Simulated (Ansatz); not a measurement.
(X3Ge)2Y: vertical IE (eV) at several levels, gas phase, relaxed structures; Ansatz. A dash marks a value that wasn't run or was left out as unsound. The structures are stationary points that may keep the symmetry of their start.

```
               species               state            geometry  PBE-D4/def2-TZVP  r2SCAN-D4/def2-TZVP  PBE0-D4/def2-TZVP
     (H3Ge)2S (Ge2H6S)  singlet to doublet   B3LYP-D4/def2-SVP              9.00                 9.08               9.15
    (H3Ge)2NH (Ge2NH7)  singlet to doublet    PBE0-D4/def2-SVP              8.79                 8.82               8.96
   (H3Ge)2CH2 (CH8Ge2)  singlet to doublet  r2SCAN-D4/def2-SVP             10.15                10.25              10.39
(F3Ge)2NMe (CH3F6Ge2N)  singlet to doublet     PBE-D4/def2-SVP             10.66                    –              10.97
```

Q: Estimate the rows for (H3Ge)2O (Ge2OH6) (singlet to doublet, r2SCAN-D4/def2-SVP geometry).

A: 
```csv
species,state,geometry,PBE-D4/def2-TZVP,r2SCAN-D4/def2-TZVP,PBE0-D4/def2-TZVP
(H3Ge)2O (Ge2OH6),singlet to doublet,r2SCAN-D4/def2-SVP,9.82,9.99,10.17
```

Over the 4 species that have every level, the mean is 9.44 at PBE-D4/def2-TZVP, 9.54 at r2SCAN-D4/def2-TZVP, 9.67 at PBE0-D4/def2-TZVP.
